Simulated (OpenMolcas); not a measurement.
## W3+: moving or changing the point charges

W3+ among 6 point charges of -1.5 e arranged as an octahedron (Oh), 2.15 Å from the ion.

```
Program             : OpenMolcas
Method              : CASSCF
Basis               : ANO-RCC-VDZP [7s6p4d2f1g]
Scalar Hamiltonian  : DKH2, point nucleus
Active space        : 3 electrons in 5 orbitals (5d)
State averaging     : 2S+1 = 4 even, 10 roots; 2S+1 = 2 even, 40 roots
Spin-orbit coupling : state interaction with AMFI integrals over the reference wave functions
```

Runs around this geometry, states (labels of O, the rotations of Oh). Energies in cm-1 above the lowest state or level, χT in cm3 K/mol; 10Dq and B are least-squares fits to the states below 45000 cm-1, weighted by degeneracy, with a free offset, and given where the rms deviation is under 5 % of |10Dq| (or 100 cm-1) and under 700 cm-1.

```tsv
R (Å)	q (e)	Ground state	First state of that spin	10Dq	B (rms of fit)	First gap with spin-orbit (degeneracies)	χT at 300 K	First state of another spin
2.15	-0.75	4A2	4T2 5432	5650	731 (80)	5340 (4, 4)	0.252	2E 13472
1.95	-1.5	4A2	4T2 16697	17050	709 (184)	11370 (4, 4)	1.025	2E 13274
2.15	-1.5	4A2	4T2 10928	11312	734 (160)	8962 (4, 4)	0.681	2E 13472
2.3	-1.5	4A2	4T2 8106	8503	726 (131)	7111 (4, 4)	0.459	2E 13509
```

Taking |10Dq| as R^-n, n = -ln(8503 / 17050) / ln(2.3 / 1.95) = 4.2 between the shortest and longest distance. The point-charge formula for a cubic d site gives n = 5.

Scaling the charges by -0.75 / -1.5 = 0.50 scales |10Dq| by 5650 / 11312 = 0.50; with fixed orbitals a first-order splitting would follow the charge.

Without dynamic correlation the repulsion within the d shell is too large (B by tens of per cent), so at a given field states of lower spin stand too high. This field is weak: 10Dq is about 5650 cm-1, while octahedral complexes of 5d ions of charge 3 and more, computed by the same method with explicit ligands, had a median near 35000 cm-1. Ground spin and moment need not be those of a real site (figures for R = 2.15, q = -0.75; the like holds for R = 1.95, q = -1.5, R = 2.15, q = -1.5, R = 2.3, q = -1.5). Spin-orbit coupling mixes the spin-free states strongly: the lowest level takes only 58 % from its leading state, 4A2 (holds for R = 2.15, q = -0.75). This is an electrostatic model: the charges have no orbitals. No measured value stands beside these numbers.
